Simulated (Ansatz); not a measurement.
`[SeH][CH]1[CH2][GeH2]1` → 2 C• + Ge• + 6 H• + Se•  (atomization)

Program: Ansatz. Geometries: PBE0-D4/def2-TZVP. ΔE: electronic, gas phase. CBS: MP2 limit from def2 TZ/QZ plus the TZ coupled-cluster correction, frozen cores. This one scheme is used for every species, atoms too. Functionals use def2-TZVPP. Open shells (•) are unrestricted, without spin–orbit coupling. Spin–orbit coupling would lower the free atoms: a little for C; clearly for Ge, Se. For Ge, Se outer-core shells are correlated without core-valence functions, so the limit isn't a true one: a few kJ/mol of doubt a bond, and 10 to 20 or more in all where bonds break to atoms. Scalar relativity is left out up to krypton. Each species was taken in one conformer, which may not be the lowest.

```csv
level,ΔE (kJ/mol)
PBE-D4,3295.9
ωB97M-V,3225.6
PBE,3272.4
HF/def2-TZVPP,2278.3
```

(1) What does CCSD(T)/CBS give? (Best estimate.)

Largest T1 diagnostic among the species: 0.010.

Answers

(1) The calculation gave: +3256.6 kJ/mol. The listed levels differ from it by 39.3, -31.0, 15.8, -978.3 kJ/mol.

In def2-TZVPP, CCSD(T) changes the Hartree–Fock value by +899.5 kJ/mol (the triples alone add +56.5 kJ/mol) and MP2 by +928.6 kJ/mol; breaking electron pairs costs correlation energy, which Hartree–Fock lacks. From PBE to PBE0 (25 % exact exchange), in def2-TZVPP and without D4, ΔE moves by −43.3 kJ/mol: exact exchange takes away binding that semilocal exchange gives to molecules. The D4 term adds +38.3 kJ/mol with B3LYP and +19.8 kJ/mol with PBE0; it sums over pairs of atoms, weighted by their polarisabilities, and B3LYP, whose exchange is more repulsive, gets the larger term.

B3LYP here is the variant with VWN-RPA as its local correlation; programs differ in this.

For atomizations the MP2-based limit and the directly extrapolated one differ by several kJ/mol either way, and by 10 to 25 for some Ge, Se and Sn compounds, so smaller differences from it don't rank the levels.
